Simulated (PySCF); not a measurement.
# Electron correlation in Ar²⁺ (argon, charge +2)

[Ne] 3s1 3p4 3d1, one real determinant (an excited configuration). Computed with PySCF 2.14 in aug-cc-pV(T+d)Z with one added diffuse shell each of s, p, d, f type (7s6p5d3f, 71 functions), with no relativity, point nucleus. Frozen: [Ne]; 6 electrons correlated.

```
  level  correlation energy (mhartree)
   CCSD                        -167.43
    (T)                         -12.46
CCSD(T)                        -179.89
```

Diagnostics: T1 = 0.010, D1 = 0.0267, largest double amplitude 0.220.

The real determinant used has ⟨L²⟩ near 8 against 12 for a pure F term, so it mixes terms. The outer electron is Rydberg-like, and this basis confines it to a smaller radius and binds it less than a complete one would. A double-excitation amplitude exceeds 0.15, a sign of near-degeneracy.

Cost of the coupled-cluster step: of the order of 13 core-seconds, for 6 correlated electrons.

Iterations:

```
CC2 = 0
CCSD nocc = (np.int64(5), np.int64(1)), nmo = (66, 66)
frozen orbitals [[0, 1, 2, 3, 4], [0, 1, 2, 3, 4]]
max_cycle = 100
direct = 0
conv_tol = 1e-08
conv_tol_normt = 1e-06
diis_space = 8
diis_start_cycle = 0
Init t2, MP2 energy = -0.113753204414276
Init E_corr(UCCSD) = -0.113753204417119
cycle = 1  E_corr(UCCSD) = -0.137875307397661  dE = -0.024122103  norm(t1,t2) = 0.0805868
cycle = 2  E_corr(UCCSD) = -0.147099559074453  dE = -0.00922425168  norm(t1,t2) = 0.0514496
cycle = 3  E_corr(UCCSD) = -0.160599980768732  dE = -0.0135004217  norm(t1,t2) = 0.0381265
cycle = 4  E_corr(UCCSD) = -0.162109143277754  dE = -0.00150916251  norm(t1,t2) = 0.0215821
cycle = 5  E_corr(UCCSD) = -0.169386069423013  dE = -0.00727692615  norm(t1,t2) = 0.0137186
cycle = 6  E_corr(UCCSD) = -0.165937486265389  dE = 0.00344858316  norm(t1,t2) = 0.0058958
cycle = 7  E_corr(UCCSD) = -0.167459693487598  dE = -0.00152220722  norm(t1,t2) = 0.00338257
cycle = 8  E_corr(UCCSD) = -0.167439687883394  dE = 2.00056042e-05  norm(t1,t2) = 0.000852163
cycle = 9  E_corr(UCCSD) = -0.167438020544418  dE = 1.66733898e-06  norm(t1,t2) = 0.000325573
cycle = 10  E_corr(UCCSD) = -0.167423209435092  dE = 1.48111093e-05  norm(t1,t2) = 9.79938e-05
cycle = 11  E_corr(UCCSD) = -0.167437871271021  dE = -1.46618359e-05  norm(t1,t2) = 4.63287e-05
cycle = 12  E_corr(UCCSD) = -0.167432349137413  dE = 5.52213361e-06  norm(t1,t2) = 1.84525e-05
cycle = 13  E_corr(UCCSD) = -0.167432557614395  dE = -2.08476981e-07  norm(t1,t2) = 4.3541e-06
cycle = 14  E_corr(UCCSD) = -0.167432486249042  dE = 7.13653522e-08  norm(t1,t2) = 1.18138e-06
cycle = 15  E_corr(UCCSD) = -0.167432481753713  dE = 4.4953298e-09  norm(t1,t2) = 3.52942e-07
UCCSD converged
E(UCCSD) = -524.3300516948335  E_corr = -0.1674324817537126
UCCSD(T) correction = -0.0124648278400227
```

The reference is one real determinant that mixes LS terms of this configuration.
